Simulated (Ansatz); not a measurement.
Relaxation of the cluster K3S2 with UKS r2SCAN-D4/def2-SVP.

```sh
$ ansatz run in.yaml --threads 4 --pin off --events-out ev --progress --plain --max-ram 4787MiB
```

```yaml
crystal:
  periodic: [false, false, false]
  atoms:
    - {symbol: K, position_ang: [-1.994820, -1.310830, -0.750370]}
    - {symbol: K, position_ang: [2.186730, -0.547270, -1.103050]}
    - {symbol: K, position_ang: [-0.197030, 1.800750, 1.806710]}
    - {symbol: S, position_ang: [-0.287200, 1.114240, -1.104160]}
    - {symbol: S, position_ang: [0.292310, -1.056880, 1.150870]}
basis:
  gaussian: {orbitals: def2-SVP}
magnetization: {spin_polarized: true, initial_magnetization: 1}
hamiltonian: {xc: r2scan, dispersion: d4}
scf: {lower_state_search: "off"}
output: {orbitals: {seedname: orbitals}}
relax: {f_tol: 0.02, max_steps: 100}
```

It took 22 s on 4 threads of Arm Neoverse V1 on a shared host.

Positions (Å) and forces (eV/Å) at steps 1, 2, 4 of 4:

```xyz
5
step=1 energy=-70631.6485 eV
K    -1.995   -1.311   -0.750    0.223    0.193    0.124
K     2.187   -0.547   -1.103   -0.246    0.102    0.175
K    -0.197    1.801    1.807    0.030   -0.221   -0.255
S    -0.287    1.114   -1.104   -0.039    0.077   -0.113
S     0.292   -1.057    1.151    0.032   -0.151    0.069
5
step=2 energy=-70631.7296 eV
K    -1.944   -1.238   -0.694   -0.007    0.012    0.011
K     2.122   -0.492   -1.030    0.009    0.012    0.015
K    -0.181    1.708    1.707    0.001    0.019    0.002
S    -0.308    1.165   -1.184   -0.024    0.052   -0.077
S     0.310   -1.143    1.202    0.021   -0.095    0.049
5
step=4 energy=-70631.7347 eV
K    -1.946   -1.220   -0.676   -0.002   -0.002   -0.001
K     2.120   -0.470   -1.007    0.001   -0.001   -0.001
K    -0.174    1.692    1.685    0.000   -0.001   -0.001
S    -0.319    1.186   -1.225    0.000    0.002    0.001
S     0.318   -1.187    1.224    0.000    0.002    0.002
```

The structure comes from a short search, and lower isomers may exist.
